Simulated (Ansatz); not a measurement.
Cost and result for the atomization energy of `S[SiH]1CN1` (9 atoms, 9 bonds).

```json
{"atom": "S1", "x (Å)": "0.953", "y (Å)": "1.911", "z (Å)": "1.343"}
{"atom": "Si2", "x (Å)": "0.626", "y (Å)": "0.483", "z (Å)": "-0.184"}
{"atom": "C3", "x (Å)": "-0.918", "y (Å)": "-0.407", "z (Å)": "-0.581"}
{"atom": "N4", "x (Å)": "0.139", "y (Å)": "-1.090", "z (Å)": "0.242"}
{"atom": "H5", "x (Å)": "0.027", "y (Å)": "1.367", "z (Å)": "2.152"}
{"atom": "H6", "x (Å)": "1.614", "y (Å)": "0.750", "z (Å)": "-1.252"}
{"atom": "H7", "x (Å)": "-1.861", "y (Å)": "-0.260", "z (Å)": "-0.061"}
{"atom": "H8", "x (Å)": "-1.054", "y (Å)": "-0.761", "z (Å)": "-1.604"}
{"atom": "H9", "x (Å)": "0.475", "y (Å)": "-1.992", "z (Å)": "-0.056"}
```

Total charge 0; spin multiplicity 1. The structure was optimised at the PBE0-D4/def2-TZVP level. It is one conformer, not always the lowest. Program: Ansatz. All runs use 2 threads of an Intel Xeon Platinum 8259CL on a shared host. Times are those of one run each, without the atoms' runs, and a repeat can differ threefold. Electronic energies, without spin–orbit coupling; frozen cores. CCSD(T)/CBS adds CCSD(T) − MP2 in def2-TZVPP to the MP2 limit, and its time is that of the two runs behind it. T1 = 0.012. B3LYP takes the VWN-RPA correlation (the form of Gaussian; ORCA's B3LYP/G). HSE06 is the plane-wave form, built on full-range PBE exchange.

CCSD(T)/CBS is a level of theory with its own doubt, some kJ/mol a heavy atom from the limit and from the frozen cores, so smaller differences don't rank the functionals.

```
                            level  functions  wall time
             revPBE-D4/def2-TZVPP        216      2.5 s
               BLYP-D4/def2-TZVPP        216      2.5 s
  PBE-D4/def2-TZVPP (with forces)        216      3.3 s
                 CCSD(T)/def2-SVP         89      3.6 s
               PBE0-D4/def2-TZVPP        216      3.9 s
              HSE06-D4/def2-TZVPP        216      4.8 s
B3LYP-D4/def2-TZVPP (with forces)        216        6 s
            r2SCANh-D4/def2-TZVPP        216      6.5 s
              PBE-QIDH/def2-TZVPP        216      8.5 s
 ωB97M-V/def2-TZVPP (with forces)        216       15 s
                   MP2/def2-QZVPP        404       30 s
               CCSD(T)/def2-TZVPP        216       72 s
                CCSD(T)/CBS(def2)          –      100 s
```

**Question.** What atomization energy does each give, and how far from CCSD(T)/CBS? (Best estimate.)

**Answer.** Computed: 
| level | atomization (kcal/mol) | difference from CCSD(T)/CBS | per bond |
| --- | --- | --- | --- |
| revPBE-D4/def2-TZVPP | 728.5 | -1.6 | -0.2 |
| BLYP-D4/def2-TZVPP | 729.1 | -1.0 | -0.1 |
| PBE-D4/def2-TZVPP (with forces) | 746.5 | 16.4 | 1.8 |
| CCSD(T)/def2-SVP | 669.8 | -60.3 | -6.7 |
| PBE0-D4/def2-TZVPP | 732.2 | 2.1 | 0.2 |
| HSE06-D4/def2-TZVPP | 732.8 | 2.7 | 0.3 |
| B3LYP-D4/def2-TZVPP (with forces) | 729.8 | -0.3 | 0.0 |
| r2SCANh-D4/def2-TZVPP | 726.8 | -3.3 | -0.4 |
| PBE-QIDH/def2-TZVPP | 723.9 | -6.2 | -0.7 |
| ωB97M-V/def2-TZVPP (with forces) | 735.8 | 5.7 | 0.6 |
| MP2/def2-QZVPP | 730.5 | 0.4 | 0.0 |
| CCSD(T)/def2-TZVPP | 705.7 | -24.4 | -2.7 |
| CCSD(T)/CBS(def2) | 730.1 | 0.0 | 0.0 |

In def2-TZVPP, CCSD(T) changes the Hartree–Fock value by +203.8 kcal/mol (the triples alone add +13.0 kcal/mol) and MP2 by +214.0 kcal/mol; breaking electron pairs costs correlation energy, which Hartree–Fock lacks. The D4 term adds +7.5 kcal/mol with B3LYP and +3.9 kcal/mol with PBE0; it sums over pairs of atoms, weighted by their polarisabilities, and B3LYP, whose exchange is more repulsive, gets the larger term. From BLYP to BHLYP (50 % exact exchange), in def2-TZVPP and without D4, the atomization energy moves by −17.8 kcal/mol: exact exchange takes away binding that semilocal exchange gives to molecules.
